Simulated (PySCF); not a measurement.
# Correlation energy of Mn (manganese, neutral)

[Ar] 3d5 4s2, high-spin 6S determinant. All numbers are calculated (PySCF 2.14, scalar relativity by spin-free X2C-1e, in aug-cc-pwCVTZ-DK). Frozen: [Ar]; 7 electrons correlated.

MP2 pair energies summed by pair of shells (mhartree):

```tsv
pair	energy	share (%)
3d-3d	-78.07	59.7
3d-4s	-30.50	23.3
4s-4s	-22.14	16.9
```

Total MP2 correlation energy: -130.71 mhartree.

Same-spin part -91.73 and opposite-spin part -38.98 mhartree; SCS-MP2 scales them by 1/3 and 6/5 to -77.35 mhartree.
